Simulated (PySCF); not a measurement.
Species: C₄H₃FN₂.
Structure used (PBE0-D3(BJ)/def2-SVP), in Å, numbered top down from 1:
```
atom  x, y, z in Å
F1    -1.8605   -1.5689    0.4342
C2    -0.7658   -0.8496    0.2681
C3    -0.8789    0.5396    0.1331
N4     0.2045    1.2805   -0.0326
C5     1.3791    0.6505   -0.0640
C6     1.4639   -0.7331    0.0711
N7     0.3756   -1.4845    0.2388
H8    -1.8591    1.0263    0.1629
H9     2.2776    1.2603   -0.1998
H10    2.4298   -1.2483    0.0439
```

Level of theory: core-valence-separated Tamm–Dancoff BHandHLYP/aug-pcX-1 (pcseg-1 on H) in PySCF, non-relativistic, gas phase, PBE0-D3(BJ)/def2-SVP geometry. Absolute energies from this functional tend to lie a few eV below measured edges; no shift was applied.

The lowest roots of each edge with f over 0.003 (five at most, numbered afresh; weaker and dark ones are left out), with transition dipoles (au) in the frame of the coordinates:

```
root  edge  E (eV)       μx       μy       μz
   1     C  283.29  -0.0074  -0.0092  -0.0896
   2     C  283.35   0.0072   0.0092   0.0881
   3     C  283.49  -0.0083  -0.0104  -0.1010
   4     C  285.47  -0.0085  -0.0106  -0.1022
   5     C  285.78   0.0024   0.0030   0.0287
   6     N  396.15  -0.0066  -0.0083  -0.0805
   7     N  396.51  -0.0064  -0.0080  -0.0774
   8     N  402.90  -0.0018   0.0203  -0.0019
   9     F  685.70  -0.0018  -0.0023  -0.0221
  10     F  687.06   0.0255   0.0196  -0.0042
  11     F  688.10  -0.0308  -0.0189   0.0045
  12     F  688.95   0.0121   0.0102  -0.0021
```

Q: What are the oscillator strengths?

A: f = (2/3) ΔE |μ|², with ΔE in hartree (27.2114 eV):

```csv
root,ΔE (Eh),|μ|² (au),f,core hole on
1,10.4107,0.008168,0.057,C6
2,10.4129,0.007898,0.055,C3
3,10.4180,0.010378,0.072,C5
4,10.4909,0.010629,0.074,C2
5,10.5022,0.000838,0.006,C3
6,14.5583,0.006593,0.064,N4
7,14.5717,0.006096,0.059,N7
8,14.8063,0.000419,0.004,N7
9,25.1988,0.000497,0.008,F1
10,25.2489,0.001052,0.018,F1
11,25.2872,0.001326,0.022,F1
12,25.3185,0.000255,0.004,F1
```

Q: What is the unit vector of the normal of the molecular plane, and which share of each root's |μ|² lies along it?

A: (0.08, 0.10, 0.99), up to sign.

```
root  core hole on  share along it  final orbital under reflection in the plane
   1            C6            1.00                                          odd
   2            C3            1.00                                          odd
   3            C5            1.00                                          odd
   4            C2            1.00                                          odd
   5            C3            1.00                                          odd
   6            N4            1.00                                          odd
   7            N7            1.00                                          odd
   8            N7            0.00                                         even
   9            F1            1.00                                          odd
  10            F1            0.00                                         even
  11            F1            0.00                                         even
  12            F1            0.00                                         even
```

The 1s orbitals of atoms in the plane are even under the reflection, so light polarised along the normal reaches odd orbitals alone (the out-of-plane π set) and light polarised in the plane even ones.

Q: For fixed molecules, how does the intensity of root 1 change when the electric field is turned 60° away from the normal of the molecular plane?

A: Intensity goes as (E·μ)², and μ lies along that direction, so it falls to cos²60° = 0.25 of its maximum; it vanishes at 90°.

Q: Molecules are fixed in this frame and the field points along x. What effective strengths 3 f cos²θ do the roots have (θ between field and μ)?

A: root 1 (C6): 0.001, root 2 (C3): 0.001, root 3 (C5): 0.001, root 4 (C2): 0.002, root 5 (C3): 0.000, root 6 (N4): 0.001, root 7 (N7): 0.001, root 8 (N7): 0.000, root 9 (F1): 0.000, root 10 (F1): 0.033, root 11 (F1): 0.048, root 12 (F1): 0.007. Root 11 is the strongest. Averaged over all orientations cos²θ is 1/3, which gives f back.

Rough CPU time on one thread of a shared machine: about 60 s.
